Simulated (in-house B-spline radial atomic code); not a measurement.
## PBEsol excitations of Ge V (Ge4+)

Method: PBEsol. Computed with a B-spline radial code for spherical atoms: linear response of the closed shell [Ar] 3d10 with the functional's adiabatic kernel; non-relativistic, point nucleus, no spin-orbit coupling, no double excitations, S, P, D and F terms only. Only terms of natural parity with L up to 3 were computed.

Without relativity these are model numbers for so heavy an element.

Command:
```bash
python run_td.py task.json out
```
Settings (radii: box in bohr, nucleus in fm):
```
Z                        32
electrons                28
configuration            [Ar] 3d10
hamiltonian              nr
method                   pbesol
box_radius               19.1
intervals                54
```

Run time, properties included: 0.5 s on 1 thread of Intel(R) Xeon(R) 6975P-C (Granite Rapids) (shared host).

The lowest states, in the order of their Tamm-Dancoff energies; the method's threshold (minus the highest occupied level) is 78.52 eV. Labels give the largest channel, * marks a mixed state, and oscillator strengths are full-response dipole values. Semilocal kernels can invert the small singlet-triplet splittings of Rydberg terms. Energies in eV:

| state | full response | Tamm-Dancoff | oscillator strength |
| --- | --- | --- | --- |
| 3d → 4s 3D | 26.915 | 26.932 | - |
| 3d → 4s 1D | 27.557 | 27.565 | - |
| 3d → 4p 3P | 37.47 | 37.49 | - |
| 3d → 4p 3F | 37.66 | 37.67 | - |
| 3d → 4p 1F | 38.06 | 38.06 | - |
| 3d → 4p 1P | 39.01 | 39.09 | 0.528 |
| 3d → 4d 3S | ? | ? | - |
| 3d → 4d 3D | 53.25 | 53.26 | - |
| 3d → 4d 1D | 53.71 | 53.73 | - |
| 3d → 5s 3D | ? | ? | - |

Problem. Where does 3d → 5s 3D lie?

Solution. At 55.96 eV in full response, 55.97 eV in Tamm-Dancoff.

Problem. Where does 3d → 4d 3S lie?

Solution. At 52.55 eV in full response, 52.58 eV in Tamm-Dancoff.

Problem. How large is the singlet-triplet splitting of 3d → 4s (D terms) in Tamm-Dancoff?

Solution. 0.633 eV, from the unrounded values.

Problem. What polarisabilities and dispersion coefficient does the method give?

Solution. Dipole 0.8463 bohr³, quadrupole 1.268 bohr⁵, C6 1.616 hartree·bohr⁶ for two such species.
